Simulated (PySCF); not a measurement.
Molecule: `FC(F)Oc1cc[cH-]c1`, [C6H5F2O]-.

Geometry (Å), atoms numbered from 1 in this order:
```xyz
14

F     2.906   -0.911    1.375
C     2.208   -0.043    0.548
F     3.238    0.689   -0.016
O     1.499   -0.675   -0.344
C     0.094   -0.317   -0.343
C    -0.954   -1.213   -0.162
C    -2.130   -0.465   -0.205
C    -1.797    0.874   -0.391
C    -0.408    0.976   -0.473
H     1.654    0.649    1.208
H    -0.863   -2.280   -0.033
H    -3.131   -0.861   -0.107
H    -2.492    1.700   -0.461
H     0.173    1.875   -0.618
```

Total charge -1.

Frames of a GFN2-xTB Langevin trajectory at 300 K; GIAO PBE0/pcSseg-1 shieldings in PySCF 2.14, gas phase, non-relativistic; equivalent atoms averaged within each frame.

Shifts are taken against calculated references (same method and geometry level): CFCl3 for 19F (σ = 170.95 ppm); 13C (σ = 186.93 ppm), 1H (σ = 31.72 ppm) vs TMS; 17O (σ = 336.08 ppm) against H2O. The references are static minima.

Q: How do the shifts (ppm) fluctuate along the trajectory?

A: 
```csv
time (fs),F1/F3,C5,C2,C7/C8,C6/C9,O4,H10,H11/H14,H12/H13
optimised geometry,-85.4,149.4,132.9,97.7,89.9,144.8,6.77,5.27,5.23
250,-87.3,134.7,128.1,100.7,94.9,132.6,6.43,5.42,5.38
425,-41.3,149.8,142.7,98.3,88.0,156.2,7.05,5.02,5.23
625,-98.6,161.7,129.0,98.8,97.6,156.5,6.71,5.39,5.41
800,-79.4,141.7,134.0,107.5,93.7,151.9,6.52,5.24,6.20
1000,-68.1,162.1,139.4,94.3,89.5,166.7,8.90,4.93,5.79
mean of frames,-74.9,150.0,134.6,99.9,92.7,152.8,7.12,5.20,5.60
standard deviation,21.8,12.1,6.4,4.8,3.9,12.5,1.02,0.22,0.39
```

5 frames give an uncertainty of the mean of about the standard deviation over 2.2 at best, since frames this close in time may not be independent; classical motion lacks zero-point vibration, and the reference would need the same averaging.
